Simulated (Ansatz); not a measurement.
Reaction (redistribution): `[CH3][Zn][Br]` + `F[Si]Cl` → `[F][Zn][Br]` + `C[Si]Cl`

Computed with Ansatz on PBE0-D4/def2-TZVP structures; ΔE is electronic, products minus reactants. CCSD(T)/CBS adds triple-zeta CCSD(T) − MP2 to the extrapolated MP2 energy (def2 sets, frozen cores). This one scheme is used for every species. DFT in def2-TZVPP. For Br, Zn outer-core shells are correlated without core-valence functions, which leaves a few kJ/mol of doubt a bond. Scalar relativity is left out up to krypton.

```csv
level,ΔE (kJ/mol),difference from CCSD(T)/CBS
LDA (SPW92),125.9,19.3
r2SCAN-D4,115.6,9.0
PBE,116.9,10.3
BLYP,121.5,14.9
r2SCAN0,114.1,7.5
CAM-B3LYP,119.3,12.7
HF/def2-TZVPP,99.3,-7.3
HF/def2-QZVPP,93.6,-13.0
MP2/def2-QZVPP,114.4,7.8
SCS-MP2/def2-QZVPP,109.4,2.8
CCSD(T)/CBS,106.6,0
```

Question: What do rigid-rotor, harmonic-oscillator terms from PBE0-D4/def2-TZVP frequencies (298.15 K, 1 bar) make of the CCSD(T)/CBS value? (Best estimate.)

Answer: The calculation gave: ΔZPE = -1.3 kJ/mol, ΔH = +106.3 kJ/mol, ΔS = 2 J/(mol·K), ΔG = +105.7 kJ/mol.

Largest T1 diagnostic among the species: 0.014.

In def2-TZVPP, CCSD(T) changes the Hartree–Fock value by +14.9 kJ/mol (the triples alone add +2.5 kJ/mol) and MP2 by +21.4 kJ/mol. From BLYP to BHLYP (50 % exact exchange), in def2-TZVPP and without D4, ΔE moves by −7.1 kJ/mol. At CCSD(T), def2-SVP lies −8.2 kJ/mol from the extrapolated value and def2-TZVPP +7.6 kJ/mol.
